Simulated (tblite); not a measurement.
Species: C7H7ClOS.
Z-matrix (Å and degrees, GFN2-xTB geometry), rows numbered from 1:
```
C 
C   1  1.4916
C   2  1.3663  1  124.45
S   3  1.7070  2  113.57  1   179.80
C   4  1.7380  3   90.59  2     0.01
C   5  1.4311  4  120.73  3  -179.75
O   6  1.1930  5  129.15  4  -179.46
Cl  6  1.7895  5  111.87  4     0.71
C   5  1.3867  4  111.83  3     0.03
C   9  1.4866  2  122.57  1     0.17
H   1  1.0863  2  110.58  3     0.18
H   1  1.0893  2  110.30  3  -120.26
H   1  1.0892  2  110.31  3   120.68
H   3  1.0729  2  126.99  1    -0.16
H  10  1.0900  9  109.83  2    60.14
H  10  1.0898  9  109.80  2   -58.01
H  10  1.0845  9  111.13  2  -179.00
```

Computed with GFN2-xTB (tblite): harmonic, unscaled wavenumbers at the GFN2-xTB geometry, gas phase. Against measured fundamentals such values can be off by several per cent, at times by over 20. One conformer, not necessarily the lowest.

Harmonic wavenumbers (cm⁻¹): 45.7, 89.3, 96.7, 138.0, 138.4, 235.2, 253.5, 261.3, 270.9, 377.3, 417.0, 426.0, 481.7, 547.6, 581.5, 588.7, 632.1, 745.1, 770.1, 875.6, 908.0, 1005.4, 1020.6, 1031.1, 1033.1, 1107.9, 1148.5, 1228.7, 1391.4, 1396.6, 1405.8, 1448.2, 1459.4, 1468.4, 1474.4, 1487.0, 1551.5, 1782.5, 2999.0, 3007.6, 3012.7, 3020.7, 3056.6, 3085.9, 3154.1.

A = 1814, B = 741.3, C = 529.7 MHz; mass 173.991 u (most abundant isotopes); point group Cs, symmetry number 1.

**Question.** Zero-point energy?

**Answer.** Half the sum of the wavenumbers: 26328 cm⁻¹ = 314.96 kJ/mol.

**Question.** What is S at 298.15 K and 1 bar for an ideal gas of classical rigid rotors and harmonic oscillators?

**Answer.** Translation 173.20, rotation 127.57, vibration 131.67: S = 432.4 J/(mol K).

**Question.** And Cp and H(298.15 K) − H(0)?

**Answer.** Cp = 167.31 J/(mol K), of which vibrations give 134.05 (their classical limit is 45 R = 374.2); H(298.15 K) − H(0) = 30.79 kJ/mol without the zero-point energy, 20.88 from vibrations.

**Question.** Blend soft modes into free rotors: weight 1/[1 + (100 cm⁻¹/ν̃)⁴] for the oscillator and the rest for a rotor with moment μB/(μ + B), μ = h/(8π²ν), B = 10⁻⁴⁴ kg m². What vibrational entropy results?

**Answer.** 122.58 J/(mol K) in place of 131.67, which changes −T·S at 298.15 K by +2.71 kJ/mol.

**Question.** How do the functions run with temperature in this model?

**Answer.** 
```json
{"T (K)": "150", "S (J/(mol K))": "340.1", "Cp (J/(mol K))": "106.8", "H − H(0) (kJ/mol)": "10.37", "G − H(0) (kJ/mol)": "-40.65", "ln q(vib)": "3.16"}
{"T (K)": "250", "S (J/(mol K))": "404.6", "Cp (J/(mol K))": "148.6", "H − H(0) (kJ/mol)": "23.18", "G − H(0) (kJ/mol)": "-77.98", "ln q(vib)": "6.05"}
{"T (K)": "400", "S (J/(mol K))": "486.8", "Cp (J/(mol K))": "203.5", "H − H(0) (kJ/mol)": "49.72", "G − H(0) (kJ/mol)": "-145.00", "ln q(vib)": "10.25"}
{"T (K)": "600", "S (J/(mol K))": "580.3", "Cp (J/(mol K))": "257.9", "H − H(0) (kJ/mol)": "96.22", "G − H(0) (kJ/mol)": "-251.97", "ln q(vib)": "15.54"}
{"T (K)": "900", "S (J/(mol K))": "695.4", "Cp (J/(mol K))": "308.6", "H − H(0) (kJ/mol)": "181.90", "G − H(0) (kJ/mol)": "-443.98", "ln q(vib)": "22.74"}
```

q(vib) and H(0) count from the zero-point level.

**Question.** What must be added to the electronic energy to get the Gibbs energy at 298.15 K and 1 bar?

**Answer.** ZPE + [H(298.15 K) − H(0)] − T·S = 314.96 + 30.79 − 128.93 = 216.82 kJ/mol.

**Question.** Which modes carry the vibrational entropy at 298.15 K?

**Answer.** 45.7 cm⁻¹: 20.90; 89.3 cm⁻¹: 15.38; 96.7 cm⁻¹: 14.73; 138.0 cm⁻¹: 11.85; 138.4 cm⁻¹: 11.82; 235.2 cm⁻¹: 7.69 J/(mol K); the other 39 give 49.30 together.

Hindered rotation and anharmonicity are outside this model. Other conformers, if any are populated, would add a mixing term that is left out.
